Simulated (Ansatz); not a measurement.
`FC1CO[SiH2]1` and `BrC1CO[SiH2]1` differ in one atom or group.

Ansatz, PBE0-D4/def2-TZVP geometries, multiplicity 1. 

Scalar relativity is left out up to krypton.

```csv
property,`FC1CO[SiH2]1`
size of the dipole moment (PBE/def2-TZVPP) / D,1.10
HOMO energy (PBE/def2-TZVPP) / eV,-6.63
LUMO energy (ωB97M-V/def2-TZVPP) / eV,1.22
HOMO energy (PBE0/def2-TZVPP) / eV,-8.11
size of the dipole moment (B3LYP/def2-TZVPP) / D,1.20
HOMO–LUMO gap (ωB97M-V/def2-TZVPP) / eV,11.62
```

Problem. What does the change do to each property? (Best estimate.)

Solution. The calculation gave: 
```csv
property,`BrC1CO[SiH2]1`,shift
size of the dipole moment (PBE/def2-TZVPP) / D,1.24,0.14
HOMO energy (PBE/def2-TZVPP) / eV,-6.41,0.22
LUMO energy (ωB97M-V/def2-TZVPP) / eV,1.19,-0.03
HOMO energy (PBE0/def2-TZVPP) / eV,-7.66,0.45
size of the dipole moment (B3LYP/def2-TZVPP) / D,1.31,0.11
HOMO–LUMO gap (ωB97M-V/def2-TZVPP) / eV,11.06,-0.56
```

Dipoles are sizes alone; their direction can turn.

B3LYP here is the variant with VWN-RPA as its local correlation; programs differ in this.

Spin–orbit coupling is left out; it splits and shifts lone-pair levels of the heavy atoms by tenths of an eV.
